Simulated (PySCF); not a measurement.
Task: Write Cartesian coordinates for `Cc1c(F)coc1[S-]` as optimised with GFN2-xTB. (Charge -1.)

Result: 
```xyz
12
C5H4FOS angstrom
C     -1.6923   -0.4035    0.0046
C     -0.2556   -0.0119   -0.0061
C      0.8822   -0.8327    0.1047
F      0.8831   -2.1892    0.2468
C      1.9996   -0.0592    0.0457
O      1.6204    1.2418   -0.0987
C      0.2514    1.2771   -0.1312
S     -0.5588    2.7396   -0.3014
H     -1.9611   -0.9025    0.9389
H     -2.2907    0.4992   -0.1007
H     -1.9239   -1.0819   -0.8200
H      3.0469   -0.2774    0.0913
```

Any rigid rotation of these coordinates is as good. Atoms count from 1 in this order. C5 (aromatic CH next to a ring oxygen) is planar (angles 133.3°, 118.1° and 108.6°, sum 360.0°, 0.00 Å off the plane of its three neighbours). C7 (substituted aromatic carbon) is planar (angles 129.8°, 120.4° and 109.8°, sum 360.0°, 0.00 Å off the plane of its three neighbours). The 8 heavy atoms lie in one plane (0.000 Å rms). C3 (aromatic C–F carbon) is planar (angles 126.1°, 124.7° and 109.2°, sum 360.0°, 0.00 Å off the plane of its three neighbours).

Bonds between heavy atoms (Å): C1–C2 1.489, C2–C3 1.407, C3–F4 1.364, C3–C5 1.360, C5–O6 1.363, O6–C7 1.370, C7–S8 1.681, C2–C7 1.391.

The geometry is computed with GFN2-xTB (gas phase).

Point group: Cs (every atom within 0.08 Å of its image). Not checked by GFN2-xTB frequencies.
